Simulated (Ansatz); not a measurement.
Ansatz (a program for electronic structure) input (CCSD(T)/cc-pVTZ):

Ansatz 0.2 input:
```yaml
crystal:
  periodic: [false, false, false]
  atoms:
    - {symbol: Al, position_ang: [-0.04037321, -0.69294089, -0.17704823]}
    - {symbol: O, position_ang: [1.07995207, 0.57144443, -0.81300062]}
    - {symbol: H, position_ang: [0.97256644, 1.45638026, -0.44126274]}
    - {symbol: O, position_ang: [-1.03343149, 0.22700596, 1.01700681]}
    - {symbol: H, position_ang: [-0.81987926, 1.16424813, 1.11084024]}
basis:
  gaussian:
    orbitals: cc-pVTZ
total_charge: -1
magnetization: {spin_polarized: false}
correlation: {method: ccsd_t, electrons: outside_noble_gas}
```

End of the output:

```
reference -10693.05415339 eV, -392.9624921246 hartree; 9, 9 occupied and 106, 106 virtual orbitals, 742 factors
second order -15.75864716 eV of doubles, -0.00000000 eV of singles
coupled cluster: 0.41 GiB planned
cycle   1  -15.55925912 eV  change    2.0e-1 eV  update   9.9e-2
cycle   2  -15.96464188 eV  change   -4.1e-1 eV  update   3.3e-2
cycle   3  -16.06802545 eV  change   -1.0e-1 eV  update   1.8e-2
cycle   4  -16.04689187 eV  change    2.1e-2 eV  update   4.3e-3
cycle   5  -16.04488975 eV  change    2.0e-3 eV  update   1.9e-3
cycle   6  -16.04573845 eV  change   -8.5e-4 eV  update   6.1e-4
cycle   7  -16.04513358 eV  change    6.0e-4 eV  update   2.4e-4
cycle   8  -16.04505174 eV  change    8.2e-5 eV  update   8.5e-5
cycle   9  -16.04510431 eV  change   -5.3e-5 eV  update   3.3e-5
cycle  10  -16.04509902 eV  change    5.3e-6 eV  update   1.1e-5
perturbative correction -0.59268926 eV, -0.0217809286 hartree
Total energy: -10709.69194167 eV, -393.5739195666 hartree
```
